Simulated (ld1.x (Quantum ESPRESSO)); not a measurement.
# Ge, TM: configuration errors across variants

ld1.x (Quantum ESPRESSO) 7.5 input, shortened:

```
&input
   title='Ge', zed=32., rel=1, dft='PBE', iswitch=3,
   config='[Ar] 3d10 4s2 4p1.5'
 /
 &inputp
   pseudotype=2, tm=.true., lloc=1,
   nlcc=.false.
 /
2
4S  1  0   2.00   0.00  1.90  1.90  0.0
4P  2  1   1.50   0.00  2.40  2.40  0.0
 &test
   configts(1)='4s2 4p1.5'
 /
```

All-electron excitation energies from the reference (eV): (1) 4s2 4p2 -2.802; (2) 4s2 4p1 4.642; (3) 4s2 4p0 20.081; (4) 4s2 4p2.3 -3.685; (5) 4s1 4p2 13.358; (6) 4s1 4p0 54.872; (7) 4s0 4p4 13.393.

Errors AE − PS in meV (a dash: test not solved or not reliable):

```csv
change,(1),(2),(3),(4),(5),(6),(7),bound ghosts
base,+0.4,-1.1,-6.5,+0.8,+11,+73,+56,none
core correction a·sin(br)/r model core inside 0.78 bohr,-0.2,-2.7,-45,-0.5,-20,-280,-33,none
core correction a·sin(br)/r model core inside 0.96 bohr,-0.2,-2.7,-45,-0.5,-20,-280,-33,none
core correction a·sin(br)/r model core inside 1.38 bohr,-0.2,-2.6,-44,-0.5,-19,-265,-30,none
core correction a·sin(br)/r model core inside 1.48 bohr,-0.2,-2.6,-44,-0.5,-19,-261,-30,none
core correction a·sin(br)/r model core inside 1.72 bohr,-0.3,-2.9,-47,-0.7,-18,-261,-21,none
core correction a·sin(br)/r model core inside 1.88 bohr,-0.5,-3.2,-51,-1.1,-14,-251,-6.5,none
core correction a·sin(br)/r model core inside 2.12 bohr,-0.8,-3.7,-54,-1.7,-5.7,-195,+16,none
core correction a·sin(br)/r model core inside 2.28 bohr,-1.0,-3.8,-51,-2.0,-0.8,-145,+27,none
```

Question: Give the same row for: core correction a·sin(br)/r model core inside 1.16 bohr.

Answer: -0.2, -2.6, -45, -0.5, -20, -277, -32; bound ghosts: none.
